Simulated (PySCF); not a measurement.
Bonds: C1-O2, O2-C3, C3-C4, C4-C5, C5-C6, C6-N7, C6-C8, C8-C3. C1 carries H9, H10, H11; C3 carries H12; C4 carries H13, H14; C5 carries H15, H16; N7 carries H17; C8 carries H18, H19.

No relativistic terms, single conformer, isolated molecule, one averaged value for each set of equivalent atoms. Shielding tensors at PBE0/pcSseg-1 (GIAO); geometry: GFN2-xTB; PySCF 2.14.0 with density-fitted response routines.

Scale: ¹³C (σ = 186.93 ppm), ¹H (σ = 31.72 ppm) against TMS; ¹⁷O (σ = 336.08 ppm) against H2O; ¹⁵N (σ = 267.73 ppm) against NH3 (reference shieldings calculated alike).

| atoms | nucleus | count | Hirshfeld charge | δ (ppm) |
| --- | --- | --- | --- | --- |
| C6 | ¹³C | 1 | 0.10 | ? |
| H15 | ¹H | 1 | 0.05 | ? |
| H14 | ¹H | 1 | 0.04 | ? |
| H12 | ¹H | 1 | 0.03 | 3.78 |
| H17 | ¹H | 1 | 0.10 | ? |
| H13 | ¹H | 1 | 0.04 | 2.14 |
| H19 | ¹H | 1 | 0.05 | 2.29 |
| C3 | ¹³C | 1 | 0.05 | 84.7 |
| N7 | ¹⁵N | 1 | -0.25 | 341.9 |
| C1 | ¹³C | 1 | -0.04 | 60.1 |
| H9/H10/H11 | ¹H | 3 | 0.04 | 3.54 |
| C8 | ¹³C | 1 | -0.09 | 44.6 |
| H18 | ¹H | 1 | 0.05 | 2.86 |
| C5 | ¹³C | 1 | -0.08 | 36.7 |
| O2 | ¹⁷O | 1 | -0.14 | 50.6 |
| C4 | ¹³C | 1 | -0.08 | ? |
| H16 | ¹H | 1 | 0.05 | 2.17 |

Estimate the values marked ?.

Answers


- C6: 188.4 ppm, carbon bonded to 2 C, N
- C4: 35.0 ppm, carbon bonded to 2 C, 2 H
- H17: 10.40 ppm, hydrogen on a nitrogen bonded to C
- H15: 2.11 ppm, hydrogen on a carbon bonded to 2 C
- H14: 1.83 ppm, hydrogen on a carbon bonded to 2 C

OH/NH shifts are gas-phase values; hydrogen bonding in solution moves them, usually downfield. Shifts are as computed. Against solution values, carbons near 30 ppm lie about +3 ppm off and those near 130 ppm about +5 ppm. Of 1211 compounds with measured shifts, 218 miss one by over three times the rms of a fit or turn the order of signals round; such compounds aren't used in these exercises. Experimental scales use liquid or dissolved standards, which lie at an offset from isolated NH3 (liquid NH3: subtract about 20 ppm) and H2O (liquid H2O: subtract about 36 ppm). Unscaled 15N shifts of sp2 nitrogen come out 20 to 40 ppm too high even then.
